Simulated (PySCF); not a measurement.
# Atomic charges by several schemes

Compound: C₇H₁₀OSi.
Structure used (PBE0-D3(BJ)/def2-SVP), in Å, numbered top down from 1:
```
atom  x, y, z in Å
C1    -3.1810    0.0983    0.4260
C2    -2.6959   -0.4314   -0.7307
O3    -1.3449   -0.4151   -0.7214
C4    -0.9381    0.1324    0.4511
C5     0.5129    0.2283    0.6755
C6     1.3851    0.9058   -0.4251
C7     2.7271    0.1523   -0.2510
Si8    1.7265   -1.2506    0.5363
C9    -2.0343    0.4706    1.1969
H10   -4.2284    0.2156    0.6953
H11   -3.1656   -0.8428   -1.6201
H12    0.6879    0.7156    1.6480
H13    0.9485    0.6738   -1.4095
H14    1.4410    2.0043   -0.3429
H15    3.3726    0.6408    0.4967
H16    3.3143   -0.0077   -1.1653
H17    1.2778   -2.2997   -0.4269
H18    2.2167   -1.9071    1.7891
H19   -2.0194    0.9333    2.1813
```

Density: PBE0/pcSseg-1 (PySCF); schemes: Mulliken, IAO, Hirshfeld and ESP-fitted. Geometry: PBE0-D3(BJ)/def2-SVP, one conformer, isolated molecule.

Q: Which atoms carry the highest charge in the Mulliken, IAO, Hirshfeld and ESP-fitted schemes?

A: All schemes agree: Mulliken Si8 (+0.653); IAO Si8 (+0.742); Hirshfeld Si8 (+0.339); ESP-fitted Si8 (+0.549).

Q: For which atoms does the sign change between the 4 schemes (beyond +0.03 e in one, beyond −0.03 e in another)?

A: C2 and C6. Atomic charges aren't observables, and each scheme defines them in its own way.

Q: Which atoms carry the lowest charge in the Mulliken, IAO, Hirshfeld and ESP-fitted schemes?

A: The schemes don't all agree: Mulliken C5 (-0.501); IAO C7 (-0.544); Hirshfeld C7 (-0.162); ESP-fitted C7 (-0.563).

Q: Give the atomic charges in each scheme.

A: In e:

```tsv
atom	environment	Mulliken	IAO	Hirshfeld	ESP-fitted
C1	aromatic CH carbon	-0.163	-0.220	-0.095	-0.171
C2	aromatic CH next to a ring oxygen	+0.145	-0.004	-0.004	-0.193
O3	furan-type oxygen	-0.399	-0.247	-0.061	-0.086
C4	substituted aromatic carbon	+0.283	+0.168	+0.056	+0.211
C5	sp3 carbon bound to silicon	-0.501	-0.388	-0.115	-0.422
C6	four-membered-ring carbon	-0.184	-0.248	-0.069	+0.222
C7	sp3 carbon bound to silicon	-0.499	-0.544	-0.162	-0.563
Si8	SiH2 silicon	+0.653	+0.742	+0.339	+0.549
C9	aromatic CH carbon	-0.163	-0.238	-0.102	-0.310
H10	aromatic hydrogen	+0.097	+0.162	+0.055	+0.170
H11	aromatic hydrogen	+0.098	+0.168	+0.062	+0.196
H12	methine hydrogen	+0.144	+0.151	+0.045	+0.159
H13	methylene hydrogen	+0.140	+0.143	+0.038	+0.013
H14	methylene hydrogen	+0.137	+0.136	+0.037	-0.002
H15	methylene hydrogen	+0.143	+0.143	+0.038	+0.149
H16	methylene hydrogen	+0.145	+0.146	+0.039	+0.144
H17	Si–H hydrogen	-0.068	-0.110	-0.075	-0.114
H18	Si–H hydrogen	-0.084	-0.118	-0.079	-0.132
H19	aromatic hydrogen	+0.075	+0.158	+0.052	+0.180
```

Mean size of the charges over all atoms: IAO 0.223 e, Mulliken 0.217 e, ESP-fitted 0.210 e, Hirshfeld 0.080 e. Each set sums to the total charge, 0, to within 0.001 e. The IAO scheme projects the occupied orbitals on a minimal set of polarised atomic orbitals and counts the electrons in each atom's part of it. The Hirshfeld scheme divides the density at each point in proportion to the densities of the neutral, spherically averaged free atoms.

Q: How many electrons does the Mulliken scheme count on C7?

A: Z − q = 6 − (-0.499) = 6.499.

Q: Sum the charges by element, for elements with more than one atom.

A: 
```json
{"element": "C", "atoms": "7", "Mulliken": "-1.081", "IAO": "-1.475", "Hirshfeld": "-0.490", "ESP-fitted": "-1.226"}
{"element": "H", "atoms": "10", "Mulliken": "+0.827", "IAO": "+0.980", "Hirshfeld": "+0.212", "ESP-fitted": "+0.763"}
```

Q: How closely do the schemes follow one another over all atoms?

A: Correlation coefficient and root-mean-square difference: IAO with Hirshfeld 0.97, 0.176 e; Mulliken with IAO 0.96, 0.077 e; Mulliken with Hirshfeld 0.91, 0.182 e; IAO with ESP-fitted 0.87, 0.139 e; Hirshfeld with ESP-fitted 0.86, 0.175 e; Mulliken with ESP-fitted 0.82, 0.161 e.

The run behind these numbers computed NMR shieldings as well. Time: 69 s; peak memory 0.97 GiB. Hardware: one thread, Arm Neoverse N1 (aarch64), on a shared host.
